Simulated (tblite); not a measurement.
Record of a relaxation.

Species: C2H6OSi (triplet state).
Atom-mapped SMILES: `[CH3:1][O:2][Si:3][CH3:4]` (hydrogens: H5, H6, H7 on C1; H8, H9, H10 on C4)

Computed with GFN2-xTB (tblite), gas phase: L-BFGS steps from a force-field or distance-geometry start until the largest atomic force falls under 0.01 eV/Å. 14 of its 44 geometries are shown.

Step 0: E = -354.3631 eV, largest atomic force 1.649 eV/Å
```
atom  x, y, z in Å  |  force x, y, z in eV/Å
C1      1.668    0.485   -0.053   -0.186   0.055   0.364
O2      1.151   -0.761    0.376    0.129   0.478  -0.244
Si3    -0.272   -1.328   -0.239    0.929  -0.754  -0.327
C4     -1.757   -0.360    0.305   -1.424   0.347   0.755
H5      1.844    0.484   -1.124   -0.051   0.031  -0.170
H6      0.973    1.302    0.212    0.211  -0.272  -0.158
H7      2.614    0.670    0.451    0.063  -0.125   0.134
H8     -1.695    0.679   -0.012   -0.029  -0.010  -0.055
H9     -1.835   -0.371    1.406    0.032   0.050  -0.373
H10    -2.683   -0.796   -0.086    0.325   0.200   0.075
```

Step 3: E = -354.4206 eV, largest atomic force 0.143 eV/Å
```
atom  x, y, z in Å  |  force x, y, z in eV/Å
C1      1.670    0.488   -0.048    0.088   0.062  -0.043
O2      1.157   -0.744    0.368   -0.031  -0.001  -0.045
Si3    -0.249   -1.354   -0.248   -0.027  -0.065   0.051
C4     -1.786   -0.352    0.321    0.086  -0.106  -0.043
H5      1.841    0.488   -1.127    0.016   0.078  -0.036
H6      0.978    1.296    0.206    0.022   0.043  -0.033
H7      2.617    0.663    0.458    0.060  -0.059   0.086
H8     -1.698    0.679   -0.013   -0.045  -0.016  -0.014
H9     -1.837   -0.368    1.404   -0.060   0.037   0.084
H10    -2.684   -0.791   -0.087   -0.108   0.027  -0.008
```

Step 7: E = -354.4280 eV, largest atomic force 0.138 eV/Å
```
atom  x, y, z in Å  |  force x, y, z in eV/Å
C1      1.684    0.497   -0.053   -0.045  -0.033   0.006
O2      1.154   -0.737    0.353    0.014   0.017  -0.044
Si3    -0.250   -1.372   -0.238   -0.038   0.048   0.045
C4     -1.788   -0.366    0.323   -0.121   0.045   0.048
H5      1.849    0.507   -1.134    0.105   0.038   0.035
H6      0.989    1.304    0.199    0.084   0.034   0.016
H7      2.627    0.649    0.475   -0.053  -0.015  -0.064
H8     -1.706    0.666   -0.016    0.047  -0.065  -0.016
H9     -1.850   -0.361    1.410   -0.021  -0.026  -0.066
H10    -2.700   -0.784   -0.085    0.028  -0.042   0.040
```

Step 10: E = -354.4332 eV, largest atomic force 0.129 eV/Å
```
atom  x, y, z in Å  |  force x, y, z in eV/Å
C1      1.690    0.500   -0.058    0.022   0.024  -0.019
O2      1.151   -0.731    0.335   -0.008   0.018  -0.008
Si3    -0.261   -1.376   -0.220    0.013  -0.015  -0.043
C4     -1.801   -0.374    0.328   -0.033   0.035   0.004
H5      1.873    0.530   -1.135    0.051  -0.030   0.019
H6      1.010    1.319    0.196    0.017   0.001   0.031
H7      2.629    0.634    0.479    0.010   0.005  -0.027
H8     -1.706    0.648   -0.021    0.024   0.090  -0.045
H9     -1.866   -0.359    1.409   -0.034  -0.018   0.111
H10    -2.712   -0.787   -0.077   -0.062  -0.111  -0.023
```

Step 13: E = -354.4354 eV, largest atomic force 0.057 eV/Å
```
atom  x, y, z in Å  |  force x, y, z in eV/Å
C1      1.695    0.503   -0.061    0.030   0.006   0.006
O2      1.149   -0.727    0.326   -0.019   0.010   0.001
Si3    -0.265   -1.378   -0.216   -0.022   0.033  -0.026
C4     -1.811   -0.375    0.331    0.008  -0.010   0.004
H5      1.890    0.536   -1.135    0.006  -0.029  -0.020
H6      1.022    1.326    0.197   -0.002  -0.003   0.004
H7      2.632    0.629    0.478    0.050   0.010   0.015
H8     -1.704    0.646   -0.027   -0.053  -0.012   0.018
H9     -1.877   -0.359    1.416   -0.028   0.011  -0.016
H10    -2.721   -0.798   -0.075    0.030  -0.015   0.014
```

Step 17: E = -354.4375 eV, largest atomic force 0.080 eV/Å
```
atom  x, y, z in Å  |  force x, y, z in eV/Å
C1      1.708    0.507   -0.062   -0.015  -0.031   0.002
O2      1.143   -0.719    0.319    0.043   0.002   0.025
Si3    -0.273   -1.367   -0.223    0.053   0.039   0.002
C4     -1.819   -0.377    0.336   -0.024   0.000  -0.002
H5      1.906    0.532   -1.138   -0.007   0.018   0.041
H6      1.034    1.330    0.199    0.066   0.007  -0.044
H7      2.648    0.626    0.480   -0.051  -0.029  -0.021
H8     -1.723    0.643   -0.026   -0.070   0.000   0.015
H9     -1.895   -0.357    1.420    0.024  -0.006  -0.004
H10    -2.721   -0.815   -0.070   -0.021   0.000  -0.013
```

Step 20: E = -354.4410 eV, largest atomic force 0.127 eV/Å
```
atom  x, y, z in Å  |  force x, y, z in eV/Å
C1      1.732    0.508   -0.065    0.011   0.024  -0.013
O2      1.142   -0.703    0.311    0.051  -0.073   0.086
Si3    -0.277   -1.335   -0.232   -0.001  -0.011   0.014
C4     -1.841   -0.385    0.344   -0.002   0.007  -0.050
H5      1.939    0.531   -1.136    0.004   0.009  -0.058
H6      1.077    1.343    0.191   -0.013   0.090  -0.019
H7      2.669    0.613    0.481    0.026  -0.044   0.033
H8     -1.778    0.635   -0.021   -0.050   0.103  -0.037
H9     -1.925   -0.354    1.424    0.072  -0.064   0.082
H10    -2.728   -0.847   -0.061   -0.097  -0.041  -0.038
```

Step 23: E = -354.4471 eV, largest atomic force 0.169 eV/Å
```
atom  x, y, z in Å  |  force x, y, z in eV/Å
C1      1.774    0.509   -0.069    0.035   0.044   0.006
O2      1.148   -0.683    0.315   -0.043   0.047  -0.005
Si3    -0.281   -1.274   -0.251   -0.073   0.000   0.072
C4     -1.882   -0.392    0.350   -0.047   0.047  -0.025
H5      1.991    0.523   -1.139   -0.001  -0.047  -0.041
H6      1.151    1.374    0.170   -0.036   0.011   0.017
H7      2.708    0.583    0.485    0.070  -0.010   0.037
H8     -1.893    0.634   -0.013   -0.015  -0.005  -0.025
H9     -1.962   -0.361    1.436    0.101  -0.108  -0.081
H10    -2.746   -0.909   -0.051    0.009   0.023   0.043
```

Step 26: E = -354.4512 eV, largest atomic force 0.127 eV/Å
```
atom  x, y, z in Å  |  force x, y, z in eV/Å
C1      1.792    0.514   -0.069   -0.009  -0.022   0.007
O2      1.147   -0.672    0.321   -0.064   0.106  -0.030
Si3    -0.288   -1.252   -0.248    0.025   0.002  -0.003
C4     -1.900   -0.388    0.346    0.012  -0.019  -0.017
H5      2.006    0.513   -1.143    0.005  -0.021   0.072
H6      1.172    1.387    0.164    0.061  -0.051   0.001
H7      2.727    0.572    0.490   -0.040   0.018  -0.042
H8     -1.937    0.638   -0.013   -0.004  -0.034   0.011
H9     -1.956   -0.379    1.432    0.025  -0.008  -0.023
H10    -2.754   -0.928   -0.045   -0.011   0.030   0.024
```

Step 30: E = -354.4536 eV, largest atomic force 0.075 eV/Å
```
atom  x, y, z in Å  |  force x, y, z in eV/Å
C1      1.821    0.517   -0.071   -0.008   0.018   0.000
O2      1.133   -0.639    0.318   -0.030  -0.019   0.057
Si3    -0.297   -1.214   -0.258   -0.021  -0.015  -0.059
C4     -1.927   -0.396    0.347   -0.002  -0.016   0.020
H5      2.046    0.503   -1.140    0.002  -0.018  -0.039
H6      1.229    1.406    0.154    0.000   0.075   0.002
H7      2.754    0.554    0.490    0.016  -0.017   0.024
H8     -2.010    0.628   -0.009    0.030  -0.008  -0.006
H9     -1.972   -0.391    1.433    0.026   0.004   0.006
H10    -2.770   -0.962   -0.030   -0.014  -0.004  -0.003
```

Step 33: E = -354.4560 eV, largest atomic force 0.068 eV/Å
```
atom  x, y, z in Å  |  force x, y, z in eV/Å
C1      1.829    0.520   -0.070    0.011   0.016   0.017
O2      1.110   -0.614    0.335   -0.018   0.005  -0.033
Si3    -0.302   -1.202   -0.279    0.003   0.028  -0.003
C4     -1.937   -0.405    0.345   -0.002  -0.007   0.018
H5      2.062    0.488   -1.138   -0.057  -0.016   0.013
H6      1.263    1.428    0.149   -0.014   0.043  -0.043
H7      2.763    0.544    0.491    0.015  -0.050   0.044
H8     -2.036    0.618   -0.007    0.052   0.040  -0.015
H9     -1.958   -0.400    1.432    0.003  -0.010  -0.011
H10    -2.784   -0.971   -0.021    0.009  -0.048   0.014
```

Step 36: E = -354.4574 eV, largest atomic force 0.043 eV/Å
```
atom  x, y, z in Å  |  force x, y, z in eV/Å
C1      1.821    0.522   -0.067   -0.012  -0.005   0.008
O2      1.098   -0.609    0.340    0.008   0.030  -0.017
Si3    -0.302   -1.210   -0.286    0.000   0.015   0.000
C4     -1.931   -0.407    0.343    0.014   0.017  -0.025
H5      2.048    0.481   -1.136   -0.018   0.010   0.027
H6      1.258    1.436    0.146    0.026  -0.022  -0.027
H7      2.757    0.540    0.495   -0.035  -0.021   0.002
H8     -2.012    0.619   -0.010    0.005  -0.019   0.017
H9     -1.941   -0.404    1.429   -0.018   0.004  -0.002
H10    -2.785   -0.965   -0.019    0.031  -0.008   0.018
```

Step 40: E = -354.4581 eV, largest atomic force 0.022 eV/Å
```
atom  x, y, z in Å  |  force x, y, z in eV/Å
C1      1.836    0.525   -0.066   -0.001  -0.001  -0.009
O2      1.087   -0.588    0.342   -0.009   0.006  -0.001
Si3    -0.308   -1.184   -0.300   -0.004   0.000   0.006
C4     -1.944   -0.411    0.344   -0.001   0.004   0.008
H5      2.065    0.473   -1.133    0.006  -0.001  -0.016
H6      1.294    1.453    0.134   -0.005   0.001   0.007
H7      2.768    0.523    0.499   -0.011  -0.009   0.012
H8     -2.050    0.613   -0.006   -0.004   0.002  -0.005
H9     -1.950   -0.409    1.430    0.010  -0.001   0.008
H10    -2.789   -0.989   -0.009    0.019  -0.001  -0.011
```

Step 43: E = -354.4582 eV, largest atomic force 0.009 eV/Å
```
atom  x, y, z in Å  |  force x, y, z in eV/Å
C1      1.835    0.525   -0.067   -0.001   0.001   0.002
O2      1.085   -0.586    0.342   -0.003   0.000  -0.007
Si3    -0.308   -1.184   -0.300    0.001  -0.004   0.001
C4     -1.943   -0.410    0.344    0.005  -0.003  -0.001
H5      2.065    0.473   -1.135    0.003   0.000   0.009
H6      1.294    1.453    0.134   -0.002   0.001  -0.004
H7      2.765    0.521    0.501   -0.002  -0.001  -0.003
H8     -2.049    0.613   -0.006   -0.004   0.006   0.001
H9     -1.948   -0.410    1.431    0.005   0.004   0.007
H10    -2.786   -0.990   -0.010   -0.003  -0.003  -0.006
```

Task: Summarise the path.

Result: The energy falls by 0.0951 eV from step 0 to step 43; nine tenths of that is first reached at step 24. It falls at every step. The largest force goes from 1.649 to 0.009 eV/Å. Among the bonds Si3–C4 changes most, from 1.854 to 1.920 Å; the atoms move by 0.236 Å rms after alignment.

Task: Follow the three bonds and two angles with the largest change from start to end.

Result: 
| step | E above end (eV) | largest force (eV/Å) | Si3–C4 (Å) | C4–H9 (Å) | C1–O2 (Å) | C1–O2–Si3 (°) | O2–Si3–C4 (°) |
| --- | --- | --- | --- | --- | --- | --- | --- |
| 0 | 0.0951 | 1.649 | 1.854 | 1.104 | 1.416 | 120.3 | 113.7 |
| 2 | 0.0411 | 0.205 | 1.911 | 1.082 | 1.400 | 121.4 | 112.6 |
| 4 | 0.0356 | 0.132 | 1.927 | 1.086 | 1.399 | 122.3 | 112.0 |
| 6 | 0.0320 | 0.123 | 1.926 | 1.089 | 1.402 | 123.2 | 111.8 |
| 7 | 0.0302 | 0.138 | 1.922 | 1.089 | 1.403 | 123.8 | 112.0 |
| 9 | 0.0266 | 0.122 | 1.916 | 1.085 | 1.402 | 124.9 | 112.6 |
| 11 | 0.0238 | 0.094 | 1.920 | 1.084 | 1.399 | 125.8 | 113.0 |
| 13 | 0.0228 | 0.057 | 1.922 | 1.087 | 1.400 | 126.2 | 113.0 |
| 15 | 0.0219 | 0.089 | 1.922 | 1.088 | 1.402 | 126.4 | 113.0 |
| 17 | 0.0207 | 0.080 | 1.920 | 1.087 | 1.402 | 126.9 | 113.2 |
| 19 | 0.0188 | 0.104 | 1.918 | 1.085 | 1.400 | 127.3 | 113.8 |
| 21 | 0.0149 | 0.141 | 1.921 | 1.086 | 1.398 | 127.4 | 115.3 |
| 22 | 0.0128 | 0.158 | 1.923 | 1.088 | 1.399 | 127.1 | 116.2 |
| 24 | 0.0095 | 0.148 | 1.925 | 1.090 | 1.403 | 126.5 | 117.2 |
| 26 | 0.0070 | 0.127 | 1.923 | 1.087 | 1.405 | 126.9 | 117.7 |
| 28 | 0.0055 | 0.062 | 1.921 | 1.086 | 1.402 | 127.7 | 118.4 |
| 30 | 0.0046 | 0.075 | 1.922 | 1.087 | 1.401 | 128.1 | 118.6 |
| 32 | 0.0030 | 0.078 | 1.923 | 1.087 | 1.401 | 128.3 | 118.0 |
| 34 | 0.0016 | 0.067 | 1.923 | 1.087 | 1.403 | 128.3 | 116.8 |
| 36 | 0.0008 | 0.043 | 1.922 | 1.086 | 1.403 | 128.5 | 116.3 |
| 37 | 0.0004 | 0.035 | 1.922 | 1.087 | 1.403 | 128.6 | 116.3 |
| 39 | 0.0002 | 0.026 | 1.921 | 1.087 | 1.401 | 128.8 | 116.3 |
| 41 | 0.0001 | 0.016 | 1.921 | 1.086 | 1.401 | 128.8 | 116.4 |
| 43 | 0.0000 | 0.009 | 1.920 | 1.086 | 1.402 | 128.8 | 116.3 |

What follows is the cost of the whole relaxation. Time: 0.17 s. Hardware: Arm Neoverse V1, one thread, no GPU, shared host with 32 logical CPUs at a one-minute load of 31.
